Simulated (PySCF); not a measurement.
CrOBr2, SMILES [O]=[Cr]([Br])[Br] (connectivity only; charge and spin as stated), neutral, multiplicity 3.

Geometry: B3LYP-D3(BJ)/def2-SVP. The spin state was assumed, not searched.

All values below come from B3LYP-D3(BJ)/def2-SVP (PySCF).

Frequencies are harmonic and unscaled.

```json
[
 {"mode": "1", "ν (cm⁻¹)": "80", "IR (km/mol)": "0.2", "moving atoms (share of kinetic energy)": "Br 71 %, Cr 22 %"},
 {"mode": "2", "ν (cm⁻¹)": "116", "IR (km/mol)": "17.9", "moving atoms (share of kinetic energy)": "Cr 58 %, O 35 %"},
 {"mode": "3", "ν (cm⁻¹)": "188", "IR (km/mol)": "0.1", "moving atoms (share of kinetic energy)": "O 79 %, Br 21 %"},
 {"mode": "4", "ν (cm⁻¹)": "273", "IR (km/mol)": "8.4", "moving atoms (share of kinetic energy)": "Br 59 %, Cr 31 %, O 10 %"},
 {"mode": "5", "ν (cm⁻¹)": "396", "IR (km/mol)": "100.3", "moving atoms (share of kinetic energy)": "Cr 74 %, Br 23 %"},
 {"mode": "6", "ν (cm⁻¹)": "1123", "IR (km/mol)": "152.0", "moving atoms (share of kinetic energy)": "O 75 %, Cr 25 %"}
]
```
